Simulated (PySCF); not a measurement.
Method: B3LYP-D3(BJ)/def2-TZVP // PBE0-D4/def2-SVP run with PySCF. Isolated molecules, 0 K electronic values unless said otherwise. One relaxed conformer stands for a flexible species; it need not be the lowest. B3LYP has the VWN-RPA correlation part, as in Gaussian. Excitations are Tamm–Dancoff values on a coarser integration grid. The basis has no diffuse functions, so Rydberg states are missing or too high.

Reference species: [In(F)3(H2O)] (neutral, multiplicity 1).

| Item | Value |
|---|---|
| HOMO–LUMO gap | 7.36 eV |
| T1 excitation (TDA) | 5.58 eV |
| S1–T1 gap (TDA) | 0.55 eV |

After one change: the HOMO–LUMO gap goes up by 0.16 eV; the T1 excitation (TDA) goes up by 0.23 eV; the S1–T1 gap (TDA) drops by 0.02 eV.

**Question.** Which change was made? The new species is one of these.
(A) [In(F)3(pyridine)]
(B) [In(F)3(NH3)]
(C) [In(F)3(O(CH3)2)]
(D) [In(F)3(N(CH3)3)]

**Answer.** B, [In(F)3(NH3)]
